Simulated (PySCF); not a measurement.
How methods differ on the excitation energy of Mn⁺

Mn⁺ [Ar] 3d5 4s1 (7S) → Mn⁺ [Ar] 3d6 (5D), as a difference of total energies. Computed with PySCF 2.14 in def2-TZVPPD (6s6p4d2f1g, 67 functions), with the non-relativistic Hamiltonian (point nucleus). Correlated levels: valence and next inner shell: [Ne] frozen. The calculations carry no spin-orbit coupling.

```tsv
method	excitation energy (eV)	difference from reference (eV)
UHF	3.227	+1.419
MP2 (valence and next inner shell)	1.524	-0.284
SCS-MP2 (valence and next inner shell)	1.339	-0.469
CCSD (valence and next inner shell)	1.885	+0.077
CCSD(T) (valence and next inner shell)	1.814	+0.006
```

Reference: 1.808 eV (measured; NIST levels, between the centres of gravity of the two terms).

These non-relativistic numbers lack the scalar-relativistic shift.

Errors of the correlated levels include the incompleteness of this basis and the frozen core.
